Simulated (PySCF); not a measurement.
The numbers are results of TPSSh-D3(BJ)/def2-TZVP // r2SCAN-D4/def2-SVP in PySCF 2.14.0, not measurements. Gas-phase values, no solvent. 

Reference species: [Hf(Cl)3(F)] (neutral, multiplicity 1).

```
Property                                                       Result
------------------------------------------------------------  -------
coordination number                                                 4
HOMO–LUMO gap                                                 6.57 eV
mean distance from the central atom to its bonded neighbours  2.227 Å
```

After one change: the coordination number stays essentially unchanged; the HOMO–LUMO gap drops by 0.23 eV; the mean distance from the central atom to its bonded neighbours increases by 0.106 Å.

Task: Name the change that produced these shifts. The new species is one of these.
A. [Hf(Cl)4]
B. [Hf(F)4]
C. [Hf(Cl)2(F)2]
D. [Hf(Cl)(F)3]

Result: A, [Hf(Cl)4]
